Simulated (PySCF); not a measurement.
A calculated (UHF, PySCF 2.14, x2c-TZVPall, scalar relativity by spin-free X2C-1e) atom or ion has these occupied shells.

```csv
shell,electrons,orbital energy (eV),"rms radius, mean of both spins (bohr)"
1s α,1,-34747.1,0.0305
1s β,1,-34747.0,0.0305
2s α,1,-5527.4,0.124
2s β,1,-5527.4,0.124
2p α,3,-4959.0,0.111
2p β,3,-4958.8,0.111
3s α,1,-1191.3,0.326
3s β,1,-1191.1,0.326
3p α,3,-1002.8,0.326
3p β,3,-1002.5,0.326
3d α,5,-721.64,0.304
3d β,5,-721.53,0.304
4s α,1,-250.79,0.762
4s β,1,-250.25,0.762
4p α,3,-188.36,0.815
4p β,3,-187.75,0.815
4d α,5,-93.926,0.942
4d β,5,-93.507,0.942
5s α,1,-48.719,1.93
5s β,1,-43.066,1.93
5p α,3,-32.327,2.25
5p β,1,-29.985,2.25
```

Task: Name the element and its charge.

Result: Xe²⁺ (xenon, charge +2), in [Kr] 4d10 5s2 5p4, high-spin 3P determinant.
